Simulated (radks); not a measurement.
Q: The mean radii <r> (bohr) of the occupied orbitals of an atom or ion are listed with their occupations. Calculated with a radial shooting solver on a logarithmic mesh with Libxc functionals: non-relativistic Kohn-Sham, LDA (Slater exchange, Perdew-Wang correlation), spin-unpolarised, spherical densities, point nucleus.

orbital  occ.      <r>
1s          2  0.02372
2s          2   0.1009
2p          6  0.08556
3s          2   0.2586
3p          6   0.2480
3d         10   0.2194
4s          2   0.5355
4p          6   0.5371
4d          2   0.5346

Name the element and its charge.

A: Z = 64, gadolinium, charge +26: Gd26+ in [Kr] 4d2. The 1s radius gives Z: for a bare nucleus <r> = 1.5/Z, 0.02344 bohr for Z = 64, and screening makes it slightly larger (0.02372 here). The occupations add up to 38, and the charge is Z minus that.
